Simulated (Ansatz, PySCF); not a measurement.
Complex: GeH4 (SMILES [GeH4]) (first 5 atoms) with C2H6O (SMILES COC); geometry from B3LYP-D3(BJ)/def2-TZVP, rigid monomers moved along the line of their centres of mass till Ge1···O7 is 4.40 Å.
(charge 0, multiplicity 1):
```xyz
14

Ge     0.275     0.005     0.668
H     -0.190    -1.429     0.947
H     -0.719     1.011     1.266
H      0.320     0.222    -0.858
H      1.678     0.243     1.239
C      0.307     0.874     5.588
O     -0.079    -0.366     5.034
C     -1.423    -0.689     5.315
H      0.217     0.866     6.682
H     -0.303     1.695     5.192
H      1.348     1.041     5.316
H     -1.595    -0.770     6.396
H     -1.631    -1.649     4.846
H     -2.108     0.065     4.907
```

Counterpoise-corrected where a basis set is named; no monomer relaxation.

Cores are frozen in the correlated methods. Filled d and f shells under p-block atoms count as core.

The values were computed with Ansatz (a first-principles code); PySCF for the dispersion terms. Values without a source in brackets are computed.

PBE/def2-TZVPPD gives -0.42 kcal/mol for the interaction energy.

Problem. Where do these levels fall relative to PBE: PBE-D3(BJ)/def2-TZVPPD, r2SCAN/def2-TZVPPD, B3LYP/def2-TZVPPD, wB97M-V/def2-TZVPPD, MP2/aug-cc-pVDZ.

Solution. PBE-D3(BJ)/def2-TZVPPD -0.51; r2SCAN/def2-TZVPPD -0.05; B3LYP/def2-TZVPPD 0.33; wB97M-V/def2-TZVPPD -0.41; MP2/aug-cc-pVDZ -0.39 kcal/mol. 1 of 5 lie above PBE; the widest gap is to PBE-D3(BJ)/def2-TZVPPD.
